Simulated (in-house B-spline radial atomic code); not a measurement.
Values are calculated unless marked as measured or tabulated.
Ghost states of the separable form: Sr

Sr, [Kr] 5s2, non-relativistic PBE, spherical and spin-unpolarised, from an all-electron radial atomic-structure program (B-spline basis) (atomic units; all potentials screened as in the neutral atom).

Troullier-Martins channels: 5s (ε = -0.1278, r_c = 3.229 bohr), 4p (ε = -0.8431, r_c = 1.578 bohr). In the Kleinman-Bylander form one channel serves as the local potential, and each other channel l becomes |δV u><u δV|/<u|δV|u>, with δV = V_l − V_local and u the pseudo-orbital. Its strength is E_KB = <u|δV²|u>/<u|δV|u>. By the analysis of Gonze, Stumpf and Scheffler a spurious state lies below the reference level ε if E_KB > 0 and ε is above the second level of the local potential alone, or if E_KB < 0 and ε is above its first. The table's levels are those of angular momentum l in a sphere of 9 bohr, whose wall can lift a shallow ε a little above its free-atom value.

```json
{"local": "s", "channel": "p", "<u δV u>": "-2.2572", "<u δV² u>": "6.4568", "ε": "-0.8431", "first local level": "-0.0504", "second local level": "0.2178"}
{"local": "p", "channel": "s", "<u δV u>": "0.1025", "<u δV² u>": "0.15981", "ε": "-0.1230", "first local level": "-1.6596", "second local level": "-0.1622"}
```

**Question.** Apply the rule to each row.

**Answer.** Local s, channel p: E_KB = -2.86, so ε = -0.8431 is set against -0.0504: no ghost. Local p, channel s: E_KB = +1.56, so ε = -0.1230 is set against -0.1622: a ghost.

Diagonalising the separable Hamiltonian gives:

```tsv
local	channel	three lowest levels	all-electron, two lowest valence levels
s	p	-0.8431, -0.0120, 0.2910	-0.8431, -0.0303
p	s	-0.4748, -0.1230, 0.1520	-0.1230, 0.1510
```

**Question.** Which choices of local channel are safe?

**Answer.** Free of ghosts: s. With p local the s channel has a ghost 0.35 hartree below ε, since the local potential binds more than one state below ε, and a repulsive term of rank one raises each level at most to the next, so it clears only one of them. Among the safe choices the second level, which tests transfer, is off by at most 18.4 millihartree (s local).
